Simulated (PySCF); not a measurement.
**Structure from NMR data**

The spectra below were simulated for a compound C₆H₁₂O₂Si₂.

¹H NMR (600 MHz, computed): δ 5.24 (m, 1H), 5.12 (m, 1H), 5.12 (m, 1H), 4.90 (m, 1H), 2.59 (m, 1H), 2.34 (m, 1H), 2.09 (m, 1H), 1.70 (m, 1H), 1.41 (m, 1H), 1.20 (d, 3H).

¹³C{¹H} NMR (computed): δ 225.8 (C), 48.3 (CH), 40.4 (CH2), 37.9 (CH), 25.4 (CH), 18.2 (CH3).

All values are calculated (PySCF 2.14): GFN2-xTB geometry, GIAO PBE0/pcSseg-1 shieldings. A single conformation, isolated molecule, relativity neglected, fast rotation and ring inversion assumed for equivalent nuclei.

References, each an isolated molecule treated in the same way: ¹H (31.72 ppm), ¹³C (186.93 ppm) against TMS.

**Question.** Propose a structure and justify it.

**Answer.** 
- Rings plus π bonds: 3 (2 rings in the answer).
- 6 carbon signals for 6 carbons: no two carbons are equivalent.
- Carbon types of the structure: 1 × C, 3 × CH, 1 × CH2, 1 × CH3, leaving 4 H on heteroatoms.
- δC 225.8: ketone carbonyl carbon; low-lying n→π* states of the double bond to the heteroatom give a large paramagnetic term (-290 ppm).
- δC 48.3: sp3 CH α to a carbonyl; the adjacent C=O deshields it moderately.
- δC 40.4: sp3 CH2 α to a carbonyl; α to the electron-withdrawing carbonyl group.
- δC 18.2: methyl carbon; a saturated carbon with 1 carbon neighbour and no heteroatom attached.
- δH 2.59, 2.34: hydrogen on an sp3 CH2 α to a carbonyl; α to C=O.
- δH 1.70: hydrogen on an sp3 CH α to a carbonyl; α to C=O.
- δH 1.20: hydrogen on a methyl carbon.

Structure: SMILES O=C1[C@@H](C)[C@H]2[C@@H](C1)[SiH2]O[SiH2]2.

This is the structure that produced the data.

Shifts are as computed. Against solution values, carbons near 30 ppm lie about +3 ppm off and those near 130 ppm about +5 ppm. Of 1211 compounds with measured shifts, 218 miss one by over three times the rms of a fit or turn the order of signals round; such compounds aren't used in these exercises. No couplings were computed; multiplicities are counted from neighbouring protons, with m where these are inequivalent, close in shift, in a saturated or five-membered ring or joined by F or P, and br s for small geminal =CH2 splittings.
